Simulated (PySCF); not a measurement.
Atom-mapped SMILES (the numbers label the heavy atoms): `[CH3:1][C:2]1=[CH:3][C@H:4]([F:5])[CH2:6][O:7][CH2:8]1`. Hydrogens are named by the atom that carries them. Ha(C6), Ha(C8) are cis to F5 on the ring; Hb(C6), Hb(C8) are trans to F5 on the ring.

Non-relativistic Hamiltonian, a single conformation, equivalent nuclei averaged, no solvent. GIAO PBE0/pcSseg-1 shieldings; structure optimised with GFN2-xTB; PySCF 2.14.0 with density-fitted response routines.

Task: Predict the 2D correlation tables (HSQC, COSY, HMBC).

Result: 

HSQC (one-bond C–H):
```csv
δH,δC
6.10 (H(C3)),130.1 (C3)
5.29 (H(C4)),86.7 (C4)
4.33 (Hb(C6)),70.9 (C6)
4.10 (Ha(C8)),72.6 (C8)
4.08 (Hb(C8)),72.6 (C8)
3.43 (Ha(C6)),70.9 (C6)
1.73 (H(C1)),21.6 (C1)
```

COSY cross peaks (H two or three bonds apart, from the bond graph; peaks can be absent where the dihedral angle is near 90°):
```csv
δH,δH
6.10 (H(C3)),5.29 (H(C4))
5.29 (H(C4)),4.33 (Hb(C6))
5.29 (H(C4)),3.43 (Ha(C6))
4.33 (Hb(C6)),3.43 (Ha(C6))
4.10 (Ha(C8)),4.08 (Hb(C8))
```

HMBC (two and three bonds, from the bond graph):
```csv
δH,δC
6.10 (H(C3)),"145.4 (C2), 86.7 (C4), 72.6 (C8), 70.9 (C6), 21.6 (C1)"
5.29 (H(C4)),"145.4 (C2), 130.1 (C3), 70.9 (C6)"
4.33 (Hb(C6)),"130.1 (C3), 86.7 (C4), 72.6 (C8)"
4.10 (Ha(C8)),"145.4 (C2), 130.1 (C3), 70.9 (C6), 21.6 (C1)"
4.08 (Hb(C8)),"145.4 (C2), 130.1 (C3), 70.9 (C6), 21.6 (C1)"
3.43 (Ha(C6)),"130.1 (C3), 86.7 (C4), 72.6 (C8)"
1.73 (H(C1)),"145.4 (C2), 130.1 (C3), 72.6 (C8)"
```

δ = σ(ref) − σ, references computed at the same level: TMS for 1H (31.72 ppm) and 13C (186.93 ppm).

Short H···H contacts in this conformer between protons four or more bonds apart (candidates for NOE cross peaks, intensity ∝ r⁻⁶): H(C1)···H(C3) 2.42 Å, Ha(C6)···Ha(C8) 2.54 Å, H(C1)···Hb(C8) 2.59 Å, H(C1)···Ha(C8) 2.66 Å.

Shifts are as computed. Against solution values, carbons near 30 ppm lie about +3 ppm off and those near 130 ppm about +5 ppm. Of 1211 compounds with measured shifts, 218 miss one by over three times the rms of a fit or turn the order of signals round; such compounds aren't used in these exercises.
